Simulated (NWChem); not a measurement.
Molecule: C$_{5}$H$_{2}$F$_{2}$; SMILES C#CC=C=C(F)F

Computed with NWChem. The geometry was optimised at PBE-D3(BJ)/def2-SVP. Field at 589 nm.

Estimate the computed values for B3LYP/def2-SVP. Quantities: isotropic polarisability (bohr³); anisotropy (bohr³).


```yaml
isotropic polarisability (bohr³): 59.1
anisotropy (bohr³): 76.9
```
